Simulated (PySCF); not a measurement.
Point groups of optimised structures. Theory: PBE0-D3(BJ)/def2-SVP geometry optimisation, gas phase (PySCF 2.14.0). The symmetry is that of the one conformer found, every atom within 0.08 Å of its image; none is proved a minimum here. The geometries of the anions come from a basis without diffuse functions.

What symmetry has `[O:1]=[Mn:2](=[O:3])(=[O:4])[O-:5]` (charge -1 and singlet state)?

Td; spherical top; symmetry number 12; 24 operations, which sort the 5 atoms into 2 sets; dipole about the centre of mass forbidden by symmetry (computed 0.00 D); A, B, C = 4786, 4783, 4768 MHz; heavy atoms equivalent by symmetry: O1/O3/O4/O5.

What symmetry has [MnO4]-, `[O]=[Mn-](=[O])(=[O])=[O]`?

Td; spherical top; symmetry number 12; 24 operations, which sort the 5 atoms into 2 sets; dipole about the centre of mass forbidden by symmetry (computed 0.00 D).

Point group, rotor type and polarity of `[CH2:1]=[C:2]([Cl:3])[C:4](=[O:5])[OH:6]` with C1–C2–C4–O5 180°, C2–C4–O6–H 180°?

Cs; asymmetric top; symmetry number 1; 2 operations, which sort the 9 atoms into 9 sets; dipole 2.78 D, in the ab plane, which is the mirror; A, B, C = 4926, 2384, 1606 MHz; heavy atoms equivalent by symmetry: none.

`[CH3:1][C:2]1=[C:3]([F:4])[C@@H:5]1[OH:6]` with C3–C5–O6–H -172°: symmetry, top, dipole?

C1; asymmetric top; symmetry number 1; this conformer is chiral (no improper operation); dipole 2.79 D.

`[PH2:1][PH:2][PH2:3]` with H–P1–P2–P3 87° and 180°, P1–P2–P3–H -88° and 180°: symmetry, top, dipole?

Cs; asymmetric top; symmetry number 1; 2 operations, which sort the 8 atoms into 5 sets; dipole 0.81 D, in the bc plane, which is the mirror; heavy atoms equivalent by symmetry: P1/P3.

What symmetry has `[Cu][Br]`?

C∞v; linear; symmetry number 1; dipole 5.31 D, along the axis.
